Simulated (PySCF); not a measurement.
Al(Cl)(H)(NHMe) (CH5AlClN), SMILES C[NH][AlH][Cl].

Geometry optimised at B3LYP-D3(BJ)/def2-SVP. One conformer was computed; it need not be the lowest.

Computed with PBE0/def2-TZVP (PySCF).

The molecule is in vacuum.

### Question
Estimate the frontier levels, gap, dipole moment and polarisability. (Estimate from the structure and the level; the computed values follow.)

### Answer

```yaml
highest_occupied_level: -7.07 eV
lowest_empty_level: -0.53 eV
orbital_gap: 6.54 eV
dipole_moment: 2.17 D
quadrupole, principal values (traceless, Buckingham form, about the centre of nuclear charge): -3.21, 1.18, 2.04 D·Å
mean_static_polarisability: 58.1 bohr³ (8.62 Å³)
polarisability_principal_values: 46.6, 54.1, 73.7 bohr³
```
